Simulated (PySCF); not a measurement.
Pb(SH)(SiH3) (H₄PbSSi), SMILES [SiH3][Pb][SH] (connectivity only; charge and spin as stated), neutral, multiplicity 1.

Geometry: B3LYP-D3(BJ)/def2-SVP. The def2 effective core potentials stand for the cores of Pb; spin–orbit coupling is left out. Other conformers were not sampled.

Method: PySCF with TDDFT-ωB97X/def2-SVPD.

Vertical excitations. 

```json
[
 {"state": "S1", "energy (eV)": "2.39", "λ (nm)": "518", "f": "0.002", "main pairs": "HOMO→LUMO 100 %"},
 {"state": "S2", "energy (eV)": "3.85", "λ (nm)": "322", "f": "0.005", "main pairs": "HOMO−2→LUMO 98 %"},
 {"state": "S3", "energy (eV)": "4.09", "λ (nm)": "303", "f": "0.018", "main pairs": "HOMO−1→LUMO 88 %"},
 {"state": "S4", "energy (eV)": "4.58", "λ (nm)": "271", "f": "0.037", "main pairs": "HOMO→LUMO+1 89 %"},
 {"state": "S5", "energy (eV)": "5.50", "λ (nm)": "225", "f": "0.013", "main pairs": "HOMO−1→LUMO+1 91 %"},
 {"state": "S6", "energy (eV)": "5.64", "λ (nm)": "220", "f": "0.564", "main pairs": "HOMO→LUMO+2 91 %"},
 {"state": "S7", "energy (eV)": "6.26", "λ (nm)": "198", "f": "0.025", "main pairs": "HOMO−1→LUMO+2 64 %, HOMO−1→LUMO+7 14 %"},
 {"state": "S8", "energy (eV)": "6.36", "λ (nm)": "195", "f": "0.212", "main pairs": "HOMO→LUMO+3 82 %"},
 {"state": "S9", "energy (eV)": "6.63", "λ (nm)": "187", "f": "0.219", "main pairs": "HOMO−2→LUMO+1 38 %, HOMO−2→LUMO+2 29 %, HOMO−4→LUMO 9 %, HOMO→LUMO+4 7 %"},
 {"state": "S10", "energy (eV)": "6.66", "λ (nm)": "186", "f": "0.032", "main pairs": "HOMO→LUMO+4 48 %, HOMO−3→LUMO 24 %, HOMO→LUMO+5 16 %"},
 {"state": "T1", "energy (eV)": "1.94", "λ (nm)": "638", "f": "0", "main pairs": "HOMO→LUMO 98 %"},
 {"state": "T2", "energy (eV)": "3.47", "λ (nm)": "358", "f": "0", "main pairs": "HOMO−1→LUMO 98 %"},
 {"state": "T3", "energy (eV)": "3.54", "λ (nm)": "350", "f": "0", "main pairs": "HOMO−2→LUMO 97 %"},
 {"state": "T4", "energy (eV)": "4.07", "λ (nm)": "304", "f": "0", "main pairs": "HOMO→LUMO+1 89 %"}
]
```
Triplets are in the Tamm–Dancoff approximation, which puts them higher than full response would, so one can lie above its singlet here.
